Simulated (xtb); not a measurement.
Ga(AsH2)(F)2 (AsF₂GaH₂), SMILES [F][Ga]([F])[AsH2]. All values are semi-empirical tight-binding results from xtb (GFN2-xTB unless named), good for trends rather than for accurate numbers. Geometry: GFN2-xTB. The structure was generated by enumeration; whether it is a known compound was not checked.

Optimised geometry:

```xyz
6

Ga     0.5722     0.5485     0.0162
As    -1.1748    -1.1181     0.0513
H     -0.3261    -1.9650    -0.8633
H     -1.7885    -0.4474    -1.1469
F      0.3550     2.1791    -0.6683
F      2.2167     0.2994     0.6479
```
Charge 0, spin multiplicity 1.

For metal compounds this method's bond lengths and energies can be far off.

| Quantity | Value |
|---|---|
| orbital gap | 4.00 eV |
| zero-point energy | 10.6 kcal/mol |
| G − E(el) at 298.15 K (modified RRHO) | -10.6 kcal/mol |

Q: Give the atomic charges and the Wiberg bond orders between heavy atoms. (The exact figures need the calculation; the answer reports its results.)

A: charges (e) Ga1 0.24, As2 0.24, H3 0.03, H4 0.04, F5 -0.28, F6 -0.28. Bond orders Ga1–As2 0.88, Ga1–F5 1.10, Ga1–F6 1.11.
